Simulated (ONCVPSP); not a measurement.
**Transferability test, ONCV potential for Pt (Z = 78)**

Pt, optimised norm-conserving Vanderbilt (ONCV), made with ONCVPSP 4.0.1 (revPBE, fully relativistic). Core [Kr] 4d10 4f14, reference 5s2 5p6 5d9 6s1. Waves: 5s+6s: rc 1.50 bohr, ncon 4, nbas 9, qcut 6.7 1/bohr, 2 projectors; 5p: rc 1.20 bohr, ncon 4, nbas 9, qcut 7.2 1/bohr, 2 projectors, debl 1.1 Ha; 5d: rc 2.10 bohr, ncon 4, nbas 9, qcut 5.9 1/bohr, 2 projectors, debl 0.6 Ha. Local part: polynomial inside 0.95 bohr (lpopt 5, dvloc0 0 Ha). Core correction: Teter function, fcfact 2, rcfact 1.6.

Open shells are filled in proportion to 2j + 1.

In the p channel the program set the typed energies aside and used -1.907, 0.250 Ha (j = l + 1/2; the other j can differ).

Energies are relative to the spin-unpolarised reference configuration 5s2 5p6 5d9 6s1; without spin polarisation the order of configurations can differ from experiment.

| valence configuration | charge | ΔE all-electron (eV) | error AE − PS (meV) |
| --- | --- | --- | --- |
| 5s2 5p6 5d8 6s0 | +2 | 28.985 | -0.6 |
| 5s2 5p6 5d7 6s0 | +3 | 61.117 | +13 |

(1) What are ΔE and the potential's error for 5s2 5p6 5d9 6s0?

(2) What are ΔE and the potential's error for 5s2 5p5 5d9 6s1?

Levels in the configuration 5s2 5p5 5d9 6s1:

```tsv
level	all-electron (eV)	pseudo (eV)
5s j=1/2	-114.725	-115.099
5p j=3/2	-64.590	-64.745
5p j=1/2	-79.797	-80.010
5d j=5/2	-16.757	-16.751
5d j=3/2	-18.280	-18.268
6s j=1/2	-14.052	-14.070
```

Note: no bound ghost flagged; GHOST(+) flagged for s at 17.2 eV, d5/2 at 213.5 eV, p1/2 at 354.2 eV.

## Answers

(1) ΔE = 9.089 eV all-electron; the error (AE − PS) is -1.3 meV.

(2) ΔE = 63.066 eV all-electron; the error (AE − PS) is -87 meV.
